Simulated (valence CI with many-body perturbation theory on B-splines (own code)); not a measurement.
The numbers below are computed, except where a source is named.
## Energy levels of Ga²⁵⁺

Level of theory: relativistic CI+MBPT: four valence electrons over a frozen Dirac-Fock core [He], radial functions for each j: 9 s, 9 p, 8 d, 6 f, 3 g, 1 h, with the one-electron correlation potential Σ1, the two-electron term Σ2, the three-electron term Σ3, Breit, model QED; selected CI, second order for the rest, scaled by the run's own slope (own B-spline code, finite nucleus).

No measured levels were compared; by estimate levels of excited configurations hold to 0.05 to 0.15 % of their energy, terms of the ground configuration to about 0.5 %. Among the levels kept, up to 480 cm⁻¹ of a level comes from second order outside the variational space, and about a tenth of that is noise between levels of different J, which matters for small intervals.

Levels 1 to 45 of 59, with energies above the lowest level, (2s^2 2p1/2^2) J=0. "Leading %" is the weight of the configuration and term that name the level; weights of strongly mixed levels are sums over their largest components and can fall short, so below about 35 % the name and the second component can differ from the true leading terms, or belong to a minority configuration. In the jj column 3d3/2^4 stands for four electrons in 3d with j = 3/2.

```csv
No.,Configuration,Term,J,E (× 10³ cm⁻¹),Leading %,g,Second component,Leading jj
1,2s2 2p2,3P,0,0.00,84,,15 % 2s2 2p2 1S,2s^2 2p1/2^2 (95 %)
2,2s2 2p2,3P,1,186.78,99,1.496,,2s^2 2p1/2 2p3/2 (99 %)
3,2s2 2p2,3P,2,251.12,59,1.291,40 % 2s2 2p2 1D,2s^2 2p1/2 2p3/2 (92 %)
4,2s2 2p2,1D,2,491.90,59,1.198,40 % 2s2 2p2 3P,2s^2 2p3/2^2 (92 %)
5,2s2 2p2,1S,0,651.69,81,,16 % 2s2 2p2 3P,2s^2 2p3/2^2 (93 %)
6,2s 2p3,5S°,2,769.41,88,1.933,10 % 2s 2p3 3P°,2s 2p1/2^2 2p3/2 (53 %)
7,2s 2p3,3D°,1,1098.8,70,0.773,21 % 2s 2p3 3P°,2s 2p1/2^2 2p3/2 (72 %)
8,2s 2p3,3D°,2,1124.0,72,1.282,20 % 2s 2p3 3P°,2s 2p1/2 2p3/2^2 (66 %)
9,2s 2p3,3D°,3,1195.0,100,1.328,,2s 2p1/2 2p3/2^2 (100 %)
10,2s 2p3,3P°,0,1335.5,100,,,2s 2p1/2 2p3/2^2 (100 %)
11,2s 2p3,3P°,1,1359.6,67,1.311,23 % 2s 2p3 3D°,2s 2p1/2 2p3/2^2 (82 %)
12,2s 2p3,3P°,2,1401.4,48,1.316,24 % 2s 2p3 3D°,2s 2p1/2 2p3/2^2 (48 %)
13,2s 2p3,3S°,1,1527.9,63,1.671,25 % 2s 2p3 1P°,2s 2p1/2 2p3/2^2 (76 %)
14,2s 2p3,1D°,2,1635.9,75,1.116,22 % 2s 2p3 3P°,2s 2p3/2^3 (53 %)
15,2s 2p3,1P°,1,1830.5,68,1.225,24 % 2s 2p3 3S°,2s 2p3/2^3 (79 %)
16,2p4,3P,2,2242.3,82,1.411,16 % 2p4 1D,2p1/2^2 2p3/2^2 (95 %)
17,2p4,3P,0,2389.8,70,,29 % 2p4 1S,2p1/2^2 2p3/2^2 (84 %)
18,2p4,3P,1,2460.2,99,1.496,,2p1/2 2p3/2^3 (99 %)
19,2p4,1D,2,2548.6,82,1.078,17 % 2p4 3P,2p1/2 2p3/2^3 (96 %)
20,2p4,1S,0,2899.0,68,,30 % 2p4 3P,2p3/2^4 (85 %)
21,2s2 2p 3s,3P°,0,11536,97,,,2s^2 2p1/2 3s (97 %)
22,2s2 2p 3s,3P°,1,11548,71,1.361,26 % 2s2 2p 3s 1P°,2s^2 2p1/2 3s (97 %)
23,2s2 2p 3p,3D,1,11760,69,0.676,25 % 2s2 2p 3p 1P,2s^2 2p1/2 3p1/2 (97 %)
24,2s2 2p 3s,3P°,2,11790,96,1.496,,2s^2 2p3/2 3s (96 %)
25,2s2 2p 3s,1P°,1,11818,71,1.129,26 % 2s2 2p 3s 3P°,2s^2 2p3/2 3s (96 %)
26,2s2 2p 3p,3P,0,11860,77,,17 % 2s2 2p 3p 1S,2s^2 2p1/2 3p1/2 (91 %)
27,2s2 2p 3p,3P,1,11863,36,1.426,29 % 2s2 2p 3p 3S,2s^2 2p1/2 3p3/2 (92 %)
28,2s2 2p 3p,3D,2,11871,71,1.178,15 % 2s2 2p 3p 1D,2s^2 2p1/2 3p3/2 (91 %)
29,2s2 2p 3p,3P,1,12049,46,1.269,28 % 2s2 2p 3p 1P,2s^2 2p3/2 3p1/2 (75 %)
30,2s2 2p 3p,3P,2,12074,46,1.290,25 % 2s2 2p 3p 3D,2s^2 2p3/2 3p1/2 (82 %)
31,2s2 2p 3d,3F°,2,12082,74,0.755,20 % 2s2 2p 3d 1D°,2s^2 2p1/2 3d3/2 (98 %)
32,2s2 2p 3p,3D,3,12087,96,1.331,,2s^2 2p3/2 3p3/2 (96 %)
33,2s2 2p 3p,3S,1,12088,40,1.888,26 % 2s 2p2 3s 5P,2s^2 2p3/2 3p3/2 (51 %)
34,2s 2p2 3s,5P,1,12108,57,2.125,21 % 2s2 2p 3p 3S,2s 2p1/2^2 3s (45 %)
35,2s2 2p 3d,3F°,3,12146,64,1.116,19 % 2s2 2p 3d 3D°,2s^2 2p1/2 3d5/2 (92 %)
36,2s2 2p 3d,3P°,2,12147,40,1.246,32 % 2s2 2p 3d 3D°,2s^2 2p1/2 3d5/2 (96 %)
37,2s2 2p 3d,3D°,1,12161,59,0.788,20 % 2s2 2p 3d 1P°,2s^2 2p1/2 3d3/2 (95 %)
38,2s2 2p 3p,1D,2,12173,58,1.197,33 % 2s2 2p 3p 3P,2s^2 2p3/2 3p3/2 (82 %)
39,2s 2p2 3s,3P,0,12194,74,,18 % 2s2 2p 3p 1S,2s 2p1/2^2 3s (58 %)
40,2s 2p2 3s,5P,2,12234,94,1.803,,2s 2p1/2 2p3/2 3s (90 %)
41,2s2 2p 3p,1S,0,12273,63,,20 % 2s2 2p 3p 3P,2s^2 2p3/2 3p3/2 (82 %)
42,2s 2p2 3s,5P,3,12325,85,1.614,13 % 2s 2p2 3s 3D,2s 2p1/2 2p3/2 3s (69 %)
43,2s 2p2 3p,5D°,0,12330,82,,15 % 2s 2p2 3p 3P°,2s 2p1/2^2 3p1/2 (70 %)
44,2s 2p2 3p,5D°,1,12335,50,1.680,14 % 2s 2p2 3p 3S°,2s 2p1/2^2 3p1/2 (67 %)
45,2s 2p2 3s,3P,1,12336,85,1.536,6 % 2s 2p2 3s 5P,2s 2p1/2 2p3/2 3s (87 %)
```

The ionisation energy to 2s2 2p 2P°_1/2 of the next ion comes out as 2547.7 eV (NIST: 2543.9 ± 2 eV (semi-empirical)). All 59 levels together are meant to be complete up to 12566 × 10³ cm⁻¹.
